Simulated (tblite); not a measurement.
Compound: C4H7FNS (doublet state).
Z-matrix (Å and degrees, GFN2-xTB geometry), rows numbered from 1:
```
C 
C   1  1.4920
C   2  1.4940  1  118.69
F   3  1.3715  2  111.79  1   -24.73
C   2  1.3813  1  121.61  3   177.29
N   5  1.3639  2  121.48  1    -0.03
S   5  1.7051  2  121.20  1  -175.78
H   1  1.0859  2  110.44  3    -4.59
H   1  1.0925  2  110.82  3   115.03
H   1  1.0909  2  110.65  3  -125.48
H   3  1.1000  2  110.98  1    93.79
H   3  1.0953  2  111.47  1  -145.04
H   6  1.0055  5  119.67  2    21.82
H   6  1.0064  5  116.42  2   172.33
```

The geometry is computed with GFN2-xTB (gas phase). This method treats the open shell by occupation alone, without spin polarisation.

Masses are those of the commonest isotopes; rigid-rotor values at the optimised geometry. The values belong to one conformer with, in the numbering `[CH3:1][C:2]([CH2:3][F:4])[C:5]([NH2:6])=[S:7]`, C1–C2–C3–F4 -25°, C1–C2–C5–N6 0°, C2–C5–N6–H 22° and 172°.

(1) Give the principal moments of inertia and the rotational constants in MHz.

(2) Classify the top.

(3) Is it planar, by Δ = Ic − Ia − Ib?

(4) Give the other two planar moments, Paa and Pbb, and the rms extents of the mass along the axes.

(5) Where do the levels up to J = 5 lie, in MHz?

(6) Estimate the classical rotational partition function at 50 K, 200 K and 500 K.

Results:

(1) Ia = 158.30, Ib = 331.01, Ic = 479.07 u·Å²; 505379 MHz·u·Å²/I gives A = 3193, B = 1527, C = 1055 MHz.

(2) An asymmetric top: κ = (2 × 1527 − 3193 − 1055)/(3193 − 1055) = -0.56.

(3) Not planar: Δ = Ic − Ia − Ib = -10.23 u·Å². For a rigid frame Δ = −2 Σ m c², so Σ m c² = 5.12 u·Å² lies off the ab plane: 3.56 from hydrogen and 1.56 from heavier atoms. The atom farthest from that plane is 1.23 Å away.

(4) Paa = Σ m a² = (Ib + Ic − Ia)/2 = 325.89 and Pbb = Σ m b² = (Ia + Ic − Ib)/2 = 153.18 u·Å². With the mass M = 120.03 u, the rms extents √(P/M) along a, b and c are 1.65, 1.13, 0.21 Å.

(5) Above 0(0,0):
J = 1: 1(0,1) 2582, 1(1,1) 4247, 1(1,0) 4719
J = 2: 2(0,2) 7658, 2(1,2) 8939, 2(1,1) 10355, 2(2,1) 15352, 2(2,0) 15439
J = 3: 3(0,3) 15074, 3(1,3) 15926, 3(1,2) 18747, 3(2,2) 23097, 3(2,1) 23513, 3(3,1) 32656, 3(3,0) 32666
J = 4: 4(0,4) 24666, 4(1,4) 25162, 4(1,3) 29811, 4(2,3) 33356, 4(2,2) 34505, 4(3,2) 43130, 4(3,1) 43200, 4(4,1) 56313, 4(4,0) 56314
J = 5: 5(0,5) 36342, 5(1,5) 36601, 5(1,4) 43410, 5(2,4) 46072, 5(2,3) 48447, 5(3,3) 56246, 5(3,2) 56514, 5(4,2) 69414, 5(4,1) 69422, 5(5,1) 86351, 5(5,0) 86351
Those of J = 1 are B + C, A + C and A + B.

(6) Point group C1, symmetry number σ = 1; q = (√π/σ)·√((kT/h)³/(ABC)), k/h = 20836.6 MHz/K: 26300 at 50 K, 210000 at 200 K, 831000 at 500 K.

For this open shell read J as N, the rotation without spin; fine and hyperfine splittings come on top. Its GFN2-xTB frequencies are all real (lowest 43 cm⁻¹). Constants of a rigid frame at the computed geometry: no zero-point averaging, no centrifugal distortion.

Hardware: an Arm Neoverse V1 with one thread (shared host). Cost: 0.53 s wall. That covers the optimisation of the geometry.
